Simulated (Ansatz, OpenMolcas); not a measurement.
## How methods differ on TiO2 (titanium dioxide)

TiO2 has 3 atoms, charge 0, and is taken as a singlet. SMILES: `[O]=[Ti]=[O]`. The coordinates come from a PBE0-D4/def2-TZVP relaxation.

```tsv
atom	x (Å)	y (Å)	z (Å)
O	0.9210	0.9288	0.4446
Ti	0.1350	-0.4920	0.3316
O	-1.0561	-0.4368	-0.7762
```

Quantity: the vertical ionisation energy (to the doublet cation), in eV. The values are calculated.

```csv
level,kind,program,value (eV),CPU time (all runs)
HF/aug-cc-pVDZ,Hartree–Fock,Ansatz,7.66,49 s
SVWN5/aug-cc-pVDZ,LDA,OpenMolcas,10.01,75 s
PBE/aug-cc-pVDZ,GGA,OpenMolcas,9.67,92 s
revPBE/aug-cc-pVDZ,GGA,OpenMolcas,9.57,95 s
M06-L/aug-cc-pVDZ,meta-GGA,OpenMolcas,9.44,2.3 min
TPSS/aug-cc-pVDZ,meta-GGA,OpenMolcas,9.56,2.3 min
CCSD(T)/aug-cc-pVDZ,coupled cluster or CI,Ansatz,9.64,2.6 min
CCSD/aug-cc-pVDZ,coupled cluster or CI,Ansatz,9.36,2.3 min
```

The values span 7.66 to 10.01 eV. Spin contamination of the reference (⟨S²⟩ at least 0.1 too high) touches HF/aug-cc-pVDZ, CCSD(T)/aug-cc-pVDZ, CCSD/aug-cc-pVDZ. The coupled-cluster rows rest on a doubtful reference here (large T1 or Brueckner and Hartree–Fock orbitals at odds), and rows may lie in different states. Times are those of the runs behind each value, whatever else they computed, on shared processors of several kinds: orders of magnitude only.
